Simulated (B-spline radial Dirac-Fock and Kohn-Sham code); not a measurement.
Binding energies of Hf⁴⁶⁺

System: hafnium as Hf⁴⁶⁺, configuration [Ar] 3d8; nuclear rms radius 5.347 fm (A = 180).

These are calculated numbers from a radial B-spline solver; the model is Dirac-Fock (average of configuration) total-energy differences with a finite nucleus, the Breit interaction including its frequency dependence, and self-energy and vacuum-polarisation corrections. Correlation and solid-state effects are left out. Energies are counted from the vacuum level.

All terms are in eV, carry their sign (relaxation lowers the binding energy) and add up to the binding energy; ⟨r⟩ is the mean radius of the orbital in the initial state.

| subshell | −ε (Koopmans) | relaxation | Gaunt | retardation | QED | binding energy | ⟨r⟩ (bohr) |
| --- | --- | --- | --- | --- | --- | --- | --- |
| K (1s) | 68264.6 | -47.63 | -229.73 | 20.60 | -109.53 | 67898.3 | 0.019 |
| L1 (2s) | 13824.5 | -16.42 | -25.60 | 1.81 | -15.95 | 13768.3 | 0.079 |
| L2 (2p1/2) | 13302.9 | -20.05 | -43.37 | 4.60 | 0.06 | 13244.1 | 0.066 |
| L3 (2p3/2) | 12099.8 | -17.68 | -30.09 | 6.20 | -1.55 | 12056.7 | 0.074 |
| M1 (3s) | 4908.0 | -2.40 | -5.54 | 0.44 | -3.93 | 4896.6 | 0.202 |
| M2 (3p1/2) | 4683.6 | -2.92 | -9.27 | 0.97 | -0.12 | 4672.3 | 0.191 |
| M3 (3p3/2) | 4403.4 | -2.43 | -6.37 | 1.40 | -0.46 | 4395.6 | 0.204 |
| M4,5 (3d) | 4020.8 | -3.43 | -3.65 | 0.53 | 0.14 | 4014.4 | 0.182 |

For the deepest level, K (1s), the Breit terms make up -0.308 % of the binding energy, QED -0.161 % and orbital relaxation -0.070 %.

Spin-orbit splittings: 2p 1187.4 eV, 3p 276.7 eV.

Going to the tabulated ground configuration of the next ion removes an electron from M4,5 (3d), computed at 4014.4 eV. NIST lists 3984 ± 4 eV as the ionisation energy of this species (theoretical), -30.42 eV from the computed value. Where a p, d or f shell is open in either ion the computed value averages over both j values and all terms, while the table refers to the lowest levels; that difference holds spin-orbit splitting (largest in heavy or highly charged ions), term energies where several electrons share open shells, and correlation, and it can reach 10 % or more.
